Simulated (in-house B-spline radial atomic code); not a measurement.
Configurations of K⁴⁺, with energies counted from [Ne] 3s2 3p3. Computed with an all-electron radial atomic-structure program (B-spline basis): non-relativistic TPSSh, spin-polarised, spherical fractional occupations, exact exchange averaged over the configuration, point nucleus. Shells without spins written out take the highest spin.

Occupations are held fixed; configurations that lie above the ionisation limit could autoionise.

```tsv
configuration	E - E(ref) (eV)	highest orbital	its <r> (bohr)
[Ne] 3s2 3p2 4s1	42.276	4s up	2.621
[Ne] 3s2 3p2 4d1	55.316	4d up	3.298
[Ne] 3s1 3p3 4p1	58.766	4p up	2.831
[Ne] 3s2 3p2 4f1	59.962	4f up	3.335
[Ne] 3s1 3p3 4f1	71.163	4f up	3.291
```

(1) Order these further configurations by energy, lowest first.
A. [Ne] 3s1 3p3 3d1
B. [He] 2s2 2p5 3s2 3p3 4p1
C. [He] 2s2 2p5 3s2 3p3 4d1
D. [He] 2s2 2p5 3s2 3p3 3d1
E. [Ne] 3s2 3p2 3d1

(2) How far above the reference does [Ne] 3s1 3p3 4d1 lie?

## Answers

(1) E (27.076 eV), A (37.148 eV), D (308.67 eV), B (332.87 eV), C (340.72 eV).

(2) 66.506 eV; its least bound orbital is 4d up with <r> = 3.277 bohr.
